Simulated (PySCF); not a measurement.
Ba(2+) (barium, charge +2): UHF calculation

Configuration: [Xe], closed-shell 1S. Calculation: PySCF 2.14, in Sapporo-DKH3-DZP-2012 (8s6p3d, 41 functions); scalar relativity by spin-free X2C-1e.

```json
{
  "Total energy": "-8130.647716 hartree",
  "One-electron energy": "-11074.6031 hartree",
  "Hartree (Coulomb) energy": "3140.7433 hartree",
  "Exchange energy": "-196.7880 hartree",
  "⟨S²⟩": "0.0000",
  "⟨L²⟩": "0.000",
  "Sum of ⟨r⟩": "34.19 bohr",
  "Sum of ⟨r²⟩": "44.31 bohr²",
  "Langevin diamagnetic susceptibility": "-35.1 ×10⁻⁶ cm³/mol",
  "Time after the integrals": "0.09 s of wall time on 1 thread of Neoverse-V1 (shared host)"
}
```

```json
{"shell": "1s", "electrons": "2", "mean orbital energy (hartree)": "-1382.82887", "rms radius, mean of both spins (bohr)": "0.0292"}
{"shell": "2s", "electrons": "2", "mean orbital energy (hartree)": "-222.85642", "rms radius, mean of both spins (bohr)": "0.119"}
{"shell": "2p", "electrons": "6", "mean orbital energy (hartree)": "-199.84566", "rms radius, mean of both spins (bohr)": "0.106"}
{"shell": "3s", "electrons": "2", "mean orbital energy (hartree)": "-49.06788", "rms radius, mean of both spins (bohr)": "0.311"}
{"shell": "3p", "electrons": "6", "mean orbital energy (hartree)": "-41.49110", "rms radius, mean of both spins (bohr)": "0.311"}
{"shell": "3d", "electrons": "10", "mean orbital energy (hartree)": "-30.39510", "rms radius, mean of both spins (bohr)": "0.289"}
{"shell": "4s", "electrons": "2", "mean orbital energy (hartree)": "-10.69187", "rms radius, mean of both spins (bohr)": "0.715"}
{"shell": "4p", "electrons": "6", "mean orbital energy (hartree)": "-8.13998", "rms radius, mean of both spins (bohr)": "0.761"}
{"shell": "4d", "electrons": "10", "mean orbital energy (hartree)": "-4.29468", "rms radius, mean of both spins (bohr)": "0.862"}
{"shell": "5s", "electrons": "2", "mean orbital energy (hartree)": "-2.03273", "rms radius, mean of both spins (bohr)": "1.76"}
{"shell": "5p", "electrons": "6", "mean orbital energy (hartree)": "-1.32974", "rms radius, mean of both spins (bohr)": "2.02"}
```

Spin-orbit coupling, which splits the p, d and f shells strongly at this Z, is absent.

Densities and radii are taken from the X2C orbitals without a picture-change correction, which distorts them close to the nucleus.
